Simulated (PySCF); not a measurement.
Species: C5H4BFO2.
InChI=1S/C5H4BFO2/c7-3-1-2-6-8-4-5-9-6/h4-5H,3H2

The closed-shell ground state was solved at several levels (PySCF, density fitting, gas phase, non-relativistic). Isolated species at its GFN2-xTB geometry, gas phase.

```json
{"level": "CAM-B3LYP/def2-SVPD", "basis functions": "221", "HOMO (eV)": "-8.35", "LUMO (eV)": "0.12", "gap (eV)": "8.47", "dipole (D)": "2.24"}
{"level": "B3LYP/pcJ-1", "basis functions": "283", "HOMO (eV)": "-6.78", "LUMO (eV)": "-1.09", "gap (eV)": "5.69", "dipole (D)": "2.31"}
```

**Question.** What might PBE0/pcSseg-1 (173 basis functions) give for the same quantities?

**Answer.** HOMO -7.01 eV, LUMO -0.91 eV, gap 6.10 eV, dipole 2.27 D.

**Question.** Over all these levels, which gives the widest orbital gap and which the narrowest?

**Answer.** CAM-B3LYP/def2-SVPD (range-separated hybrid) has the widest, 8.47 eV, and B3LYP/pcJ-1 (global hybrid, 20 % exact exchange) the narrowest, 5.69 eV. Functional and basis both differ between the two, so the spread mixes both effects.

**Question.** How far do the dipole and the HOMO energy spread over the levels?

**Answer.** The dipole runs from 2.24 to 2.31 D (mean 2.27 D) and the HOMO from -8.35 to -6.78 eV.
